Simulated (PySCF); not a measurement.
Nonlinear optical response: SMILES C(=C(/C(=C)F)F)/C, C$_{5}$H$_{6}$F$_{2}$

Molfile (atoms numbered from 1):
```
C5H6F2
     RDKit          3D

 13 12  0  0  0  0  0  0  0  0999 V2000
   -2.2563    1.0673   -0.4305 C   0  0  0  0  0  0  0  0  0  0  0  0
   -1.0910    0.4183   -0.4476 C   0  0  0  0  0  0  0  0  0  0  0  0
   -0.7099   -0.2480   -1.5408 F   0  0  0  0  0  0  0  0  0  0  0  0
   -0.1437    0.3623    0.6665 C   0  0  0  0  0  0  0  0  0  0  0  0
   -0.6000    1.0535    1.7235 F   0  0  0  0  0  0  0  0  0  0  0  0
    1.0427   -0.2501    0.7737 C   0  0  0  0  0  0  0  0  0  0  0  0
    1.7852   -1.0710   -0.2229 C   0  0  0  0  0  0  0  0  0  0  0  0
   -2.5592    1.6117    0.4615 H   0  0  0  0  0  0  0  0  0  0  0  0
   -2.9023    1.0536   -1.3089 H   0  0  0  0  0  0  0  0  0  0  0  0
    1.5196   -0.1077    1.7501 H   0  0  0  0  0  0  0  0  0  0  0  0
    2.7718   -0.6209   -0.4235 H   0  0  0  0  0  0  0  0  0  0  0  0
    1.9818   -2.0767    0.1841 H   0  0  0  0  0  0  0  0  0  0  0  0
    1.2550   -1.1793   -1.1738 H   0  0  0  0  0  0  0  0  0  0  0  0
  1  2  2  0
  2  3  1  0
  2  4  1  0
  4  5  1  0
  4  6  2  0
  6  7  1  0
  1  8  1  0
  1  9  1  0
  6 10  1  0
  7 11  1  0
  7 12  1  0
  7 13  1  0
M  END
```

Method used: quadratic response CAM-B3LYP/def2-TZVPD first hyperpolarisability, Taylor convention, gas phase in PySCF. Geometry: PBE0-D3(BJ)/def2-SVP.

Question: Give β for the processes computed.

Answer: In 10⁻³⁰ esu, Taylor convention; the vector part is βᵢ = ⅓ Σⱼ (βᵢⱼⱼ + βⱼᵢⱼ + βⱼⱼᵢ); β∥ is 3/5 of the vector part along the dipole, the dipole points from − to +:
```
                   process  λ (nm)  β vector norm    β∥  β HRS  depolarisation ratio
           static β(0;0,0)       ∞           1.36  0.75   0.53                  6.31
second harmonic β(−2ω;ω,ω)    1907           1.51  0.83   0.59                  6.22
         Pockels β(−ω;ω,0)    1907           1.41  0.77      –                     –
second harmonic β(−2ω;ω,ω)    1064           1.91  1.05   0.75                  6.02
         Pockels β(−ω;ω,0)    1064           1.52  0.83      –                     –
```

Question: Which lowest excitations, dipole and polarisabilities go with it?

Answer: S1 5.61 eV (f = 0.697); S2 6.29 eV (f = 0.002); S3 6.75 eV (f = 0.008); dipole 0.73 D; isotropic α 70.0 au static, 70.3 au at 1907 nm, 71.0 au at 1064 nm, 71.3 au at 953.5 nm, 74.7 au at 532 nm.
